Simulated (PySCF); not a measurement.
**How far are cheaper levels from CCSD(T)/CBS for InCl?**

PySCF; the state is a singlet (closed shell). The composite is CCSD(T) extrapolated to the basis-set limit from two correlation-consistent sets, with core-valence (CV) and scalar-relativistic (SR) terms as its label shows; it has no spin–orbit coupling and nothing beyond (T). Here it is CCSD(T)/CBS(DT)+CV. It gives Re = 2.408 Å, ωe = 316 cm⁻¹ and De = 4.61 eV to In + Cl.

```tsv
level	basis	relativity	Re (Å)	ωe (cm⁻¹)	De (eV)
RHF-MP2	def2-TZVPP	scalar-relativistic core potentials	2.400	325	4.68
RHF-SCS-MP2	def2-SVPD	scalar-relativistic core potentials	2.477	303	4.42
RHF-SCS-MP2	aug-cc-pVDZ-PP/aug-cc-pV(D+d)Z	scalar-relativistic core potentials	2.470	301	4.44
RHF-CCSD	def2-TZVPPD	scalar-relativistic core potentials	2.414	317	4.38
RHF-CCSD(T)	cc-pVDZ-PP/cc-pV(D+d)Z	scalar-relativistic core potentials	2.443	318	4.11
RHF-CCSD(T)	def2-TZVPP	scalar-relativistic core potentials	2.408	323	4.47
M06-L	def2-SVPD	scalar-relativistic core potentials	2.475	303	4.95
B3LYP	aug-cc-pVDZ-PP/aug-cc-pV(D+d)Z	scalar-relativistic core potentials	2.477	294	4.46
PBE0	def2-SVPD	scalar-relativistic core potentials	2.461	307	4.59
M06-2X	aug-cc-pVDZ-PP/aug-cc-pV(D+d)Z	scalar-relativistic core potentials	2.473	297	4.50
```

Q: Give the difference of each row from the composite.

A: 

```json
{"level": "RHF-MP2", "basis": "def2-TZVPP", "ΔRe (pm)": "-0.8", "Δωe (%)": "+2.8", "ΔDe (eV)": "+0.07"}
{"level": "RHF-SCS-MP2", "basis": "def2-SVPD", "ΔRe (pm)": "+6.9", "Δωe (%)": "-4.1", "ΔDe (eV)": "-0.19"}
{"level": "RHF-SCS-MP2", "basis": "aug-cc-pVDZ-PP/aug-cc-pV(D+d)Z", "ΔRe (pm)": "+6.2", "Δωe (%)": "-4.7", "ΔDe (eV)": "-0.17"}
{"level": "RHF-CCSD", "basis": "def2-TZVPPD", "ΔRe (pm)": "+0.6", "Δωe (%)": "+0.3", "ΔDe (eV)": "-0.23"}
{"level": "RHF-CCSD(T)", "basis": "cc-pVDZ-PP/cc-pV(D+d)Z", "ΔRe (pm)": "+3.5", "Δωe (%)": "+0.6", "ΔDe (eV)": "-0.50"}
{"level": "RHF-CCSD(T)", "basis": "def2-TZVPP", "ΔRe (pm)": "+0.0", "Δωe (%)": "+2.2", "ΔDe (eV)": "-0.14"}
{"level": "M06-L", "basis": "def2-SVPD", "ΔRe (pm)": "+6.7", "Δωe (%)": "-4.1", "ΔDe (eV)": "+0.34"}
{"level": "B3LYP", "basis": "aug-cc-pVDZ-PP/aug-cc-pV(D+d)Z", "ΔRe (pm)": "+6.9", "Δωe (%)": "-7.0", "ΔDe (eV)": "-0.15"}
{"level": "PBE0", "basis": "def2-SVPD", "ΔRe (pm)": "+5.3", "Δωe (%)": "-2.8", "ΔDe (eV)": "-0.02"}
{"level": "M06-2X", "basis": "aug-cc-pVDZ-PP/aug-cc-pV(D+d)Z", "ΔRe (pm)": "+6.5", "Δωe (%)": "-6.0", "ΔDe (eV)": "-0.11"}
```

Q: Which rows come closest in De?

A: PBE0 in def2-SVPD (-0.02 eV), counted from the composite.

Correlated steps freeze 9 core orbitals. Correlated levels converge slowly with the basis: in double zeta they bind strong bonds too weakly, by up to about 1 eV, and carry superposition errors of some tenths. Spin–orbit coupling is left out, which matters for elements this heavy, above all for dissociation energies. Where the molecule has an RHF reference, its open-shell atoms are computed with UHF.
